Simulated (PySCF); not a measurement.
The same groups moved round the core (benzothiophene cyano+boryl). Isolated molecules, 0 K electronic values unless said otherwise. One relaxed conformer stands for each flexible species; it need not be the lowest. Strings in code marks are SMILES.

The HOMO–LUMO gap from two functionals at the same geometries (r2SCAN-D4/def2-SVP), both in PySCF: PBE-D3(BJ)/def2-TZVP and r2SCAN-D4/def2-TZVP. 

| species | PBE-D3(BJ)/def2-TZVP (eV) | r2SCAN-D4/def2-TZVP (eV) |
|---|---|---|
| `Bc1c2c(ccc1C#N)scc2` | 2.61 | 2.91 |
| `Bc1cc(C#N)c2ccsc2c1` | 2.80 | 3.09 |
| `c1(B)c2sccc2cc(C#N)c1` | 2.67 | 3.00 |
| `c1(B)cc2c(C#N)cccc2s1` | 2.55 | 2.83 |
| `Bc1cc2cccc(C#N)c2s1` | 2.61 | 2.90 |
| `c1cc2c(s1)cc(B)c(C#N)c2` | 2.83 | 3.13 |

Over these rows, drawn at random from the members with no instability flagged (it was tested for open shells, ions and some series alone), PBE minus r2SCAN-D4: mean -0.30 eV, from -0.33 eV to -0.27 eV.
